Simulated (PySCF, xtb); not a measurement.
Se(I)(NH2) (H2INSe), SMILES N[Se]I.

GFN2-xTB in xtb at its own geometry gives an orbital gap of 2.77 eV and a dipole moment of 4.41 D.

Coordinates come from a B3LYP-D3(BJ)/def2-SVP optimisation. The def2 effective core potentials stand for the cores of I; spin–orbit coupling is left out. The values are those of a single conformer.

Q: What does HF/def2-TZVPD (PySCF) give? (Estimate from the structure and the level; the computed values follow.)

A: gap 9.50 eV (levels -9.19 and 0.31 eV), dipole 1.99 D.
